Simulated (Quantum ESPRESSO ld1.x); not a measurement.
Results of a calculation; reference values are marked as such.
One sound ld1.x (Quantum ESPRESSO 7.5) input for neutral lanthanum gives E = -8497.51 hartree in 24 iterations:

```
 &input
    zed=57.0,
    iswitch=1,
    rel=2,
    dft='PBE',
    config='[Xe] 5d1 6s2',
    verbosity='high',
    lsmall=.true.,
    prefix='ld1',
    max_out_wfc=37,
    file_charge='ld1.rho',
 /
```

Changed or added lines, one case at a time, and what came of them:

- rel=-1: refused. The program stops in ld1_readin with "wrong rel": rel takes 0, 1 or 2.
- config='[Xe] 5d1 6s2 8s1': refused. The program stops in el_config with "wrong main quantum number": the config string takes n from 1 to 7 alone.
- beta=1.5: harmless. The Broyden-type mixing copes: 23 iterations against 24, same energy.
- config='[Xe] 5d1 6s2 6s2': refused. The program stops in el_config with "occupation wrong": a shell may stand twice only as spin up and down (lsd = 1) or as its two j (rel = 2, l > 0), within their capacities.
- config='[Xe] 5d1 6s2 1s1': refused. The program stops in el_config with "occupation wrong": the bracketed core already holds 1s.
- atom='Jo' (without zed): crashed. The program stops in dirsol with "no classical turning point found": the symbol names no element.
- cau_fact=41.64: crashed. The program stops in dirsol with "no classical turning point found": with c below Z the Dirac equation of a point nucleus has no 1s solution.
